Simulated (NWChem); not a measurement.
SiH$_{3}$O$_{3}$Cl; SMILES O[Si](O)(O)Cl

```xyz
8

O     -0.0368     1.5450    -0.9759
Si     0.0000     0.0000    -0.4360
O      1.3564    -0.7407    -0.9759
O     -1.3196    -0.8043    -0.9759
Cl     0.0000     0.0000     1.6353
H     -0.7650     2.1003    -0.6831
H      2.2014    -0.3877    -0.6831
H     -1.4364    -1.7127    -0.6831
```
Atoms are numbered in this order, from 1.

Coordinates come from a PBE0/def2-SVP optimisation.

Question: Give the principal values of the shielding tensors (ppm) of O1, Si2, Cl5 from PBE0/pcSseg-1, GIAO (NWChem), with their diamagnetic and paramagnetic parts as GIAO splits them.

Answer: 
| atom | σ11 | σ22 | σ33 | isotropic | diamagnetic | paramagnetic |
|---|---|---|---|---|---|---|
| O1 | 239.1 | 255.4 | 311.3 | 268.6 | 389.6 | -121.1 |
| Si2 | 380.5 | 415.6 | 415.6 | 403.9 | 881.2 | -477.3 |
| Cl5 | 806.1 | 806.1 | 1057.5 | 889.9 | 1148.9 | -258.9 |
